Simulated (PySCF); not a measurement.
## Worked example: entropy of an ideal gas

BeH₂O, SMILES [BeH][OH].

Coordinates come from a B3LYP-D3(BJ)/def2-TZVPD optimisation.

B3LYP-D3(BJ)/def2-TZVPD (PySCF 2.14.0) gives the harmonic wavenumbers 312, 565, 568, 1220, 2180, 4013 cm⁻¹ and the rotational temperatures 89.3961, 1.3559, 1.3356 K. The molar mass is 27.03 g/mol, the symmetry number 1, the spin multiplicity 1.

Work out the entropy at 298.15 K and 1 atm in the rigid-rotor, harmonic-oscillator model.


Translation (Sackur–Tetrode at 1 atm): S = R[1.5 ln M + 2.5 ln T − 1.16487] = 149.9 J/(mol K).
Rotation: q = (√π/σ) T^1.5/√(θA θB θC) = 717, S = R[ln q + 3/2] = 67.1 J/(mol K).
Vibration: with u = 1.4388 ν/T, each mode gives R[u/(e^u − 1) − ln(1 − e^−u)]:
```tsv
ν (cm⁻¹)	modes	u	S (J/(mol K))
312	1	1.51	5.66
565	1	2.73	2.15
568	1	2.74	2.13
1220	1	5.89	0.16
```
The stiffer modes add less than 0.005 each. Sum 10.1 J/(mol K).
Spin: R ln 1 = 0.0 J/(mol K).
Total 227.1 J/(mol K); the program's own thermochemistry gives 227.1. Translation makes up 66 % and vibration 4 %. Anharmonicity, hindered rotation and orbital degeneracy are left out.
